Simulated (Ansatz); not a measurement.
K2Na2. The state is a singlet with charge 0. Geometry PBE/def2-TZVP; atoms count from 1.

```xyz
4

Na    0.349    1.021    3.272
Na   -1.423    0.274    0.399
K    -0.939   -1.012   -3.429
K     2.014   -0.283   -0.242
```

The restricted singlet is unstable: a solution with broken spin symmetry lies lower. The structure comes from a short search, and lower isomers may exist.

(1) Estimate the Mulliken populations from the PBE0/def2-TZVP orbitals of Ansatz.

(2) And the Mayer bond orders between bonded heavy atoms (over 0.3)?

Results:

(1) 
```
atom  charge (e)
 Na1       -0.20
 Na2        0.08
  K3       -0.06
  K4        0.17
```
Mulliken values and Mayer orders depend strongly on the basis.

(2) Na1–Na2 0.46 (3.46 Å); Na1–K4 0.35 (4.10 Å); Na2–K3 0.40 (4.07 Å); Na2–K4 0.45 (3.54 Å); K3–K4 0.45 (4.40 Å).
